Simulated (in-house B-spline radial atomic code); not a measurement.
Solving the quasi-particle equation for 4f up of the europium ion Eu²⁺

Configuration [Xe] 4f7, highest spin, start PBE; correlation leaves out the 2 deepest shells. Computed with a B-spline radial code for spherical atoms: all electrons, scalar-relativistic (spin-free one-electron X2C), finite nucleus, each spin shell either full or empty, empty states to l = 9 with an (l + 1/2)⁻⁴ tail; G0W0 by contour deformation at full frequency.

At the mean-field level ε = -17.648 eV the matrix elements are Σx = -59.257 eV, v_xc = -48.299 eV and Σc(ε) = 2.523 eV, and the slope of the correlation self-energy is dΣc/dω = -0.1456. The quasi-particle energy solves E = ε + Σx − v_xc + Σc(E).

(1) What does the linearised equation give?

(2) How does that compare with the full solution and with static screening?

Answers

(1) Z = 1/(1 − dΣc/dω) = 1/1.1456 = 0.8729. The first-order shift is Σx − v_xc + Σc(ε) = -59.257 − (-48.299) + (2.523) = -8.435 eV, so E ≈ ε + Z × shift = -17.648 + 0.8729 × (-8.435) = -25.011 eV.

(2) Solving the equation at full frequency dependence gives E = -24.766 eV, where Σc = 3.841 eV and the weight is 0.789; the linearised value is off by 245 meV; so low a weight means that a satellite takes much of the strength. Leaving Z out would give -26.083 eV. Static COHSEX puts -2.846 eV in place of Σc and gives -31.452 eV, 6.69 eV deeper.
